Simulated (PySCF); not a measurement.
## Correlation energy of S⁵⁺ (sulfur, charge +5)

[Ne] 3s1, 2S determinant. Computed with PySCF 2.14 in an uncontracted even-tempered set (18 s from 0.13 bohr⁻², ratio 2.5; 12 p from 0.17 bohr⁻², ratio 2.5; 5 d from 0.94 bohr⁻², ratio 2.7; 5 f from 1.4 bohr⁻², ratio 2.7), with no relativity, point nucleus. Frozen: 1s2; 9 electrons correlated; the 21 highest virtual orbitals of each spin left out.

```json
{"level": "CCSD", "correlation energy (mhartree)": "-303.52"}
{"level": "(T)", "correlation energy (mhartree)": "-1.44"}
{"level": "CCSD(T)", "correlation energy (mhartree)": "-304.96"}
```

Diagnostics: T1 = 0.0016, D1 = 0.0059, largest double amplitude 0.006.

Task: Is a single reference adequate?

Result: Yes: T1 lies below 0.03 and no double amplitude reaches 0.07.
